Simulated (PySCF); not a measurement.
# What a mistake does to a calculation on B2GeH8Si

Calculated results; nothing here was measured. They come from PySCF 2.14.0, an open-source quantum chemistry program, on an isolated molecule that a program drew, which may never have been made. The molecule is B2GeH8Si (charge 0, singlet), drawn as the SMILES string `B[BH][GeH2][SiH3]`.

Each row is a Hartree-Fock (HF) and frozen-core CCSD(T) single point in the cc-pV(D+d)Z basis, meant for a local HF minimum. Run 1 is clean. Each other run has one planted mistake out of seven kinds, and not every kind appears here: one electron removed, one electron added, multiplicity raised by two, geometry at a saddle point, minimal basis STO-3G, one bond length entered in bohr, all coordinates scaled. The reference is restricted for singlets and unrestricted otherwise, and also for a bond in bohr. Adding or removing an electron swaps singlet and doublet. Electrons count all cores. HOMO and LUMO are orbital energies over both spins, the gradient is its largest component, and the lowest frequency (negative if imaginary) is given only where the gradient is small. Bond lengths are over the 11 bonds as drawn. T1 is the CCSD diagnostic: over 0.02 (restricted) or 0.045 (unrestricted) a single reference is doubtful. Germanium has the cc-pVDZ-PP basis, with a core potential (ECP10MDF) in place of its 10 inner electrons, and its 3s, 3p and 3d shells are frozen in CCSD(T).

Geometry of the clean run:
```xyz
12
B2GeH8Si, angstrom
B    -2.4698   -2.6589    0.9864
B    -1.1908   -1.9998    0.1405
Ge    0.5527   -1.3455    1.1002
Si    2.3853   -2.8465    0.6412
H    -3.3687   -1.9705    1.3939
H    -2.5168   -3.8330    1.2466
H    -1.1960   -1.8896   -1.0564
H     0.3922   -1.2388    2.6267
H     0.9391    0.0520    0.5868
H     2.6366   -2.9126   -0.8183
H     3.6164   -2.3778    1.3199
H     2.0634   -4.2103    1.1267
```

| run | electrons | basis functions | <S^2> | HOMO (eV) | LUMO (eV) | gradient (hartree/bohr) | lowest frequency (cm^-1) | mean bond (Å) | longest bond (Å) | T1 | HF (hartree) | CCSD(T) (hartree) | mistake |
|---|---|---|---|---|---|---|---|---|---|---|---|---|---|
| 1 | 64 | 114 | 0.000 | -10.07 | 1.48 | 1.7e-05 | 36 | 1.5736 | 2.413 | 0.0140 | -636.28549 | -636.73575 | no fault |
| 2 | 65 | 114 | 0.762 | -0.75 | 6.79 | 2.7e-02 | - | 1.5736 | 2.413 | 0.0170 | -636.26936 | -636.74197 | one electron added |
| 3 | 64 | 114 | 2.041 | -6.92 | -1.59 | 4.1e-02 | - | 1.5736 | 2.413 | 0.0246 | -636.16410 | -636.60955 | multiplicity raised by two |
| 4 | 64 | 114 | 0.696 | -9.76 | 0.92 | 1.7e-02 | - | 1.6709 | 2.413 | 0.0548 | -636.17072 | -636.62039 | ? |

**Which mistake was planted in run 4, and what did it cost?**

The mean bond changes by a factor of 1.062 and the longest by 1.000, so the molecule wasn't scaled as a whole. A length L in bohr read as angstrom grows by (1/0.5292 - 1) L = 0.890 L. The 11 bonds together grew by 11 x 0.0973 = 1.070 Å, which gives L = 1.203 Å. That is the length of one of the B-H bonds, 1.203 Å in the clean geometry. So the mistake is: one bond length entered in bohr. Subtracting run 1 and multiplying by 627.51 kcal/mol a hartree, the energy moved by 72.0 kcal/mol in HF and 72.4 kcal/mol in CCSD(T).

Cautions from the logs. Run 4: T1 is over the limit, so its CCSD(T) energy is less reliable.
